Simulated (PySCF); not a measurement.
**From computed data to an observable: oscillator strength and radiative lifetime**

SiOBr₂, SMILES O=[Si](Br)Br.

Coordinates come from a B3LYP-D3(BJ)/def2-SVP optimisation.

PySCF with TDDFT-PBE/def2-SVPD puts the first singlet state with f over 0.02 at 5.02 eV (vertical), with the transition dipole (0.000, 0.499, 0.000) in atomic units.

Problem. Find the oscillator strength, the wavelength and the radiative lifetime that this transition would have in vacuum if emission retraced absorption.

Solution. 
|μ|² = 0.2490 au, so |μ| = 1.27 D. ΔE = 5.02/27.211 = 0.1845 hartree. f = (2/3) ΔE |μ|² = 0.031 (the program prints 0.031).
λ = 1239.84/5.02 = 247 nm; ν = 40489 cm⁻¹.
Einstein's coefficient A = 0.6670 ν² f s⁻¹ (ν in cm⁻¹) = 3.3e7 s⁻¹, so τ = 1/A = 30 ns. This state is S4; the lower singlets have f = 0.010, 0.000, 0.001. The figure is the radiative limit of this one transition; relaxation, internal conversion, crossing to triplets and a medium change what is measured.
